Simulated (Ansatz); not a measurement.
AlFH4SSi (`[F][AlH][S][SiH3]`), one more setting.

```yaml
crystal:
  periodic: [false, false, false]
  atoms:
    - {symbol: F, position_ang: [2.972307, 1.950289, 0.783021]}
    - {symbol: Al, position_ang: [1.408298, 1.145366, -0.103420]}
    - {symbol: S, position_ang: [0.906017, -0.898997, 0.859345]}
    - {symbol: Si, position_ang: [-1.098089, -0.866207, -0.132383]}
    - {symbol: H, position_ang: [0.559507, 1.801287, -0.857667]}
    - {symbol: H, position_ang: [-2.165096, -0.947886, 1.214043]}
    - {symbol: H, position_ang: [-0.982583, -2.388345, -0.349436]}
    - {symbol: H, position_ang: [-1.249728, 0.368812, -0.808237]}
basis:
  gaussian: {orbitals: def2-SVPD}
hamiltonian: {xc: {name: BHLYP}}
```

```sh
$ ansatz run in.yaml --threads 2 --pin off --events-out ev --progress --plain --max-ram 4352MiB
```

It prints (some lines left out):

```
Functional definition: BHLYP
1254 factors; their error is unknown
mean field evaluation 1: about -28078.0926 eV, gradient 4.0e1 eV
mean field evaluation 2: about -28074.5822 eV, gradient 6.3e1 eV
mean field evaluation 4: about -28081.4132 eV, gradient 2.3e0 eV
mean field evaluation 8: about -28081.4299 eV, gradient 6.2e-2 eV
mean field evaluation 16: about -28081.9282 eV, gradient 5.4e-5 eV
mean field -28081.92819354 eV, -1031.9918264982 hartree, gradient 5.4e-5 eV, S^2 0.000000; 0 other end points of the search recorded, 0 dependent functions left out
reference -28081.92839524 eV, -1031.9918339103 hartree; 28, 28 occupied and 102, 102 virtual orbitals, 1254 factors
Total energy: -28081.92839524 eV, -1031.9918339103 hartree
```

It took 3.1 s on 2 threads of an Arm Neoverse V1 on a shared host, with 0.4 GiB of host memory at the peak.
